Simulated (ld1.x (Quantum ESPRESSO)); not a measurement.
# Before and after: TM semilocal potential for germanium (Ge)

ld1.x (Quantum ESPRESSO) 7.5 input, shortened:

```
&input
   title='Ge', zed=32., rel=1, dft='PBE', iswitch=3,
   config='[Ar] 3d10 4s2 4p0 4d-2'
 /
 &inputp
   pseudotype=1, tm=.true., lloc=0,
   nlcc=.true., new_core_ps=.true.
 /
3
4P  2  1   0.00   0.00  1.45  1.45  0.0
4D  3  2  -2.00   0.45  1.55  1.55  0.0
4S  1  0   2.00   0.00  1.60  1.60  0.0
 &test
   configts(1)='4s2 4p0'
 /
```

All-electron outer shells of the reference configuration (PBE, scalar-relativistic, ld1.x):

```tsv
shell	level (eV)	outermost node (bohr)	outermost maximum (bohr)
4s	-29.25	0.77	1.66
4p	-19.81	0.81	1.98
```

Change: wave 4s (bound): rc 1.60 bohr becomes 4s (bound): rc 1.36 bohr.

Cutoffs: the cutoffs (Ry, on a coarse ladder) from which the occupation-weighted sum of valence levels, in a spherical-Bessel basis at the reference potential, stays within 10 and 1 mRy of its value at 400 Ry; they do not see the model core or the augmentation charge, which bear on the density cutoff. Errors are all-electron minus pseudo energies relative to the spin-unpolarised reference configuration.

Problem. What does the change do?

Solution. The potential gets harder (30 Ry and 45 Ry → 40 Ry and 90 Ry); of the 7 tests that both files solve, the error grows in 2 and shrinks in 0 by more than 15 % and 0.3 meV (median size 14.0 → 13.1 meV); neither file shows a bound ghost. A smaller radius makes the pseudo-wave follow the all-electron one further in, where it bends more sharply, so more plane waves are needed. A semilocal file is local in each channel, so a ghost entry of none says nothing of the separable form that plane-wave codes build from it.

| quantity | base | changed |
| --- | --- | --- |
| cutoff, loose | 30 Ry | 40 Ry |
| cutoff, tight | 45 Ry | 90 Ry |
| bound ghosts | none | none |
| error for 4s2 4p2, meV [ΔE -22.88 eV] | -28 | -26 |
| error for 4s2 4p1, meV [ΔE -15.44 eV] | -14 | -13 |
| error for 4s1 4p0, meV [ΔE 34.79 eV] | -91 | -92 |
| error for 4s1 4p3, meV [ΔE -14.91 eV] | -5.5 | -5.7 |
| error for 4s2 4p1.5, meV [ΔE -20.08 eV] | -23 | -21 |
| error for 4s1 4p2, meV [ΔE -6.72 eV] | -1.0 | -1.6 |
| error for 4s0 4p4, meV [ΔE -6.69 eV] | -1.0 | -4.8 |

Base: The cutoffs count occupied waves only; the empty 4p level needs 45 Ry at the loose tolerance.
